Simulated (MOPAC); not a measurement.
MOPAC input (MNDO):

```
MNDO 1SCF UHF MS=0.5 GEO-OK AUX(PRECISION=9) THREADS=1
CH6GeN

C    -2.06347100 1    0.21128600 1   -0.36785100 1
N    -0.92275800 1   -0.65105400 1   -0.44890700 1
Ge    0.70590400 1    0.04231800 1    0.16495200 1
H    -1.86905000 1    1.25419700 1   -0.65722700 1
H    -2.41275400 1    0.24972200 1    0.67776700 1
H    -2.89098900 1   -0.18046700 1   -0.96617800 1
H     1.81913500 1   -0.59917200 1   -0.67468800 1
H     0.75164300 1    1.58405800 1    0.04906400 1
H     0.85323000 1   -0.37285800 1    1.64224100 1
```

Output:

```
 *******************************************************************************
 **                                                                           **
 **                              MOPAC v23.2.5                                **
 **                                                                           **
 *******************************************************************************
 ** MOPAC's Digital Object Identifier: https://doi.org/10.5281/zenodo.6511958 **
 **                                                                           **
 ** Please cite the open-source release paper for use of this MOPAC version:  **
 ** J. E. Moussa and J. J. P. Stewart (2026)                                  **
 ** MOPAC: An open-source semiempirical molecular orbital program             **
 ** J. Open Source Softw., 11(119), 8025, https://doi.org/10.21105/joss.08025 **
 *******************************************************************************

                              MNDO CALCULATION RESULTS

 *******************************************************************************
 *  MNDO       - The MNDO Hamiltonian to be used
 *  GEO-OK     - OVERRIDE INTERATOMIC DISTANCE AND OTHER SAFETY CHECKS
 *  UHF        - UNRESTRICTED HARTREE-FOCK CALCULATION
 *  MS=        - IN MECI, MAGNETIC COMPONENT OF SPIN =  0.5
 *  1SCF       - DO 1 SCF AND THEN STOP
 *  AUX        - OUTPUT AUXILIARY INFORMATION
 *******************************************************************************
MNDO 1SCF UHF MS=0.5 GEO-OK AUX(PRECISION=9) THREADS=1
 CH6GeN

   ATOM   CHEMICAL          X               Y               Z
  NUMBER   SYMBOL      (ANGSTROMS)     (ANGSTROMS)     (ANGSTROMS)

     1       C         -2.06347100  *   0.21128600  *  -0.36785100  *
     2       N         -0.92275800  *  -0.65105400  *  -0.44890700  *
     3      Ge          0.70590400  *   0.04231800  *   0.16495200  *
     4       H         -1.86905000  *   1.25419700  *  -0.65722700  *
     5       H         -2.41275400  *   0.24972200  *   0.67776700  *
     6       H         -2.89098900  *  -0.18046700  *  -0.96617800  *
     7       H          1.81913500  *  -0.59917200  *  -0.67468800  *
     8       H          0.75164300  *   1.58405800  *   0.04906400  *
     9       H          0.85323000  *  -0.37285800  *   1.64224100  *

          CARTESIAN COORDINATES

    NO.       ATOM           X           Y           Z

     1         C         -2.0635      0.2113     -0.3679
     2         N         -0.9228     -0.6511     -0.4489
     3        Ge          0.7059      0.0423      0.1650
     4         H         -1.8691      1.2542     -0.6572
     5         H         -2.4128      0.2497      0.6778
     6         H         -2.8910     -0.1805     -0.9662
     7         H          1.8191     -0.5992     -0.6747
     8         H          0.7516      1.5841      0.0491
     9         H          0.8532     -0.3729      1.6422

  H: (MNDO): M.J.S. DEWAR, W. THIEL, J. AM. CHEM. SOC., 99, 4899, (1977)
  C: (MNDO): M.J.S. DEWAR, W. THIEL, J. AM. CHEM. SOC., 99, 4899, (1977)
  N: (MNDO): M.J.S. DEWAR, W. THIEL, J. AM. CHEM. SOC., 99, 4899, (1977)
 Ge: (MNDO): M.J.S.DEWAR, G.L.GRADY, E.F.HEALY,ORGANOMETALLICS 6 186-189 (1987)

           Empirical Formula: C H6 N Ge  =     9 atoms

      MOLECULAR POINT GROUP   :   C1

          UHF CALCULATION, NO. OF ALPHA ELECTRONS =   10
                           NO. OF BETA  ELECTRONS =    9

 -------------------------------------------------------------------------------
 MNDO 1SCF UHF MS=0.5 GEO-OK AUX(PRECISION=9) THREADS=1
 CH6GeN

     1SCF WAS SPECIFIED, SO BFGS WAS NOT USED
     SCF FIELD WAS ACHIEVED

                              MNDO CALCULATION
                                                       MOPAC v23.2.5 Linux

          FINAL HEAT OF FORMATION =         46.33935 KCAL/MOL =     193.88386 KJ/MOL

          COSMO AREA              =        110.54 SQUARE ANGSTROMS
          COSMO VOLUME            =         97.95 CUBIC ANGSTROMS

          IONIZATION POTENTIAL    =         10.081503 EV
          ALPHA SOMO LUMO (EV)    =        -10.774  1.454
          BETA  SOMO LUMO (EV)    =        -10.082  0.125
          NO. OF ALPHA ELECTRONS  =         10
          NO. OF BETA  ELECTRONS  =          9
          MOLECULAR WEIGHT        =        104.6551         POINT GROUP:  C1

          MOLECULAR DIMENSIONS (Angstroms)

            Atom       Atom       Distance
            H     7    H     6     4.73767
            H     9    H     8     2.49794
            H     8    H     6     1.93128

          SCF CALCULATIONS        =          1

   ATOM   CHEMICAL          X               Y               Z
  NUMBER   SYMBOL      (ANGSTROMS)     (ANGSTROMS)     (ANGSTROMS)

     1       C         -2.06347100  *   0.21128600  *  -0.36785100  *
     2       N         -0.92275800  *  -0.65105400  *  -0.44890700  *
     3      Ge          0.70590400  *   0.04231800  *   0.16495200  *
     4       H         -1.86905000  *   1.25419700  *  -0.65722700  *
     5       H         -2.41275400  *   0.24972200  *   0.67776700  *
     6       H         -2.89098900  *  -0.18046700  *  -0.96617800  *
     7       H          1.81913500  *  -0.59917200  *  -0.67468800  *
     8       H          0.75164300  *   1.58405800  *   0.04906400  *
     9       H          0.85323000  *  -0.37285800  *   1.64224100  *

                             CARTESIAN COORDINATES

   1    C       -2.063471000     0.211286000    -0.367851000
   2    N       -0.922758000    -0.651054000    -0.448907000
   3   Ge        0.705904000     0.042318000     0.164952000
   4    H       -1.869050000     1.254197000    -0.657227000
   5    H       -2.412754000     0.249722000     0.677767000
   6    H       -2.890989000    -0.180467000    -0.966178000
   7    H        1.819135000    -0.599172000    -0.674688000
   8    H        0.751643000     1.584058000     0.049064000
   9    H        0.853230000    -0.372858000     1.642241000

           Empirical Formula: C H6 N Ge  =     9 atoms

      MOLECULAR POINT GROUP   :   C1

          ALPHA EIGENVALUES
 -35.88986 -25.19432 -16.67182 -15.30345 -14.89729 -14.45763 -12.35203 -12.07801
 -11.03882 -10.77359   1.45365   1.97571   2.01429   2.10786   3.89131   4.11585
   5.00129   5.69570

           BETA EIGENVALUES
 -34.80663 -23.73376 -16.50812 -14.80199 -14.48601 -14.06052 -12.08996 -12.03066
 -10.08150   0.12469   1.56745   2.00149   2.28081   2.39638   4.12760   4.25826
   5.15907   6.00911

              NET ATOMIC CHARGES AND DIPOLE CONTRIBUTIONS

  ATOM NO.   TYPE          CHARGE      No. of ELECS.   s-Pop       p-Pop
    1          C           0.108265        3.8917     1.21074     2.68100
    2          N          -0.542057        5.5421     1.79418     3.74787
    3         Ge           1.562030        2.4380     0.87832     1.55965
    4          H          -0.020216        1.0202     1.02022
    5          H           0.003383        0.9966     0.99662
    6          H           0.012207        0.9878     0.98779
    7          H          -0.368783        1.3688     1.36878
    8          H          -0.382937        1.3829     1.38294
    9          H          -0.371893        1.3719     1.37189
 DIPOLE           X         Y         Z       TOTAL
 POINT-CHG.     0.470     0.808     0.405     1.018
 HYBRID        -0.377     0.670     0.159     0.785
 SUM            0.092     1.478     0.564     1.585

          ATOMIC ORBITAL ELECTRON POPULATIONS

     Atom    s        px        py        pz
    1  C   1.21074   0.89934   0.86678   0.91488
    2  N   1.79418   1.19664   1.45825   1.09299
    3 Ge   0.87832   0.53158   0.50314   0.52493
    4  H   1.02022
    5  H   0.99662
    6  H   0.98779
    7  H   1.36878
    8  H   1.38294
    9  H   1.37189

                    (SZ)    =    0.500000
                    (S**2)  =    0.757224

          ATOMIC ORBITAL SPIN POPULATIONS

    Atom   Total    s     px     py     pz
         Atomic
    1  C -0.0842 -0.008 -0.026 -0.020 -0.030
    2  N  1.0163  0.025  0.076  0.105  0.810
    3 Ge -0.0723 -0.012 -0.034 -0.008 -0.019
    4  H  0.0273  0.027
    5  H  0.0655  0.065
    6  H  0.0085  0.008
    7  H  0.0074  0.007
    8  H  0.0045  0.004
    9  H  0.0270  0.027

 **********************
 *                    *
 * JOB ENDED NORMALLY *
 *                    *
 **********************

 == MOPAC DONE ==
```

The geometry given is a B3LYP-D3(BJ)/def2-TZVP minimum.
